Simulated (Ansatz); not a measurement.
AlFH$_{2}$SSi (`[F][Al]1[SiH2][S]1`) at its PBE0-D4/def2-TZVP geometry, where that method's forces vanish. The species carries charge 0 and has multiplicity 1.

```xyz
6

F     2.1074    2.1275    0.1374
Al    1.0425    0.8871    0.0365
Si   -0.8943   -0.3580    0.0457
S     1.1060   -1.2266   -0.3753
H    -1.8310   -0.4901   -1.0999
H    -1.5305   -0.9400    1.2557
```

Question: What forces (eV/Å) does r2SCAN-D4/def2-TZVPP give on these atoms in Ansatz? (Estimate.)

Answer: Ansatz gave: 
```
F1   0.058  0.052  0.003
Al2 -0.058 -0.007  0.006
Si3 -0.078  0.066  0.023
S4   0.080 -0.082 -0.026
H5   0.001 -0.018  0.014
H6  -0.003 -0.012 -0.020
```
